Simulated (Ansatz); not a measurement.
Species: CHNO, SMILES `N#CO` (charge 0, multiplicity 1).

**Question.** Give a relaxed geometry from Ansatz (a quantum-chemistry and plane-wave program) with PBE0-D3(BJ)/def2-TZVP.

**Answer.** the end point of this relaxation (outside a Z-matrix the atoms follow the SMILES, hydrogens last).
Bonded distances (Å): N1–C2 1.153, C2–O3 1.290, O3–H4 0.966. Angles (°): N1–C2–O3 176.9, C2–O3–H4 110.5.
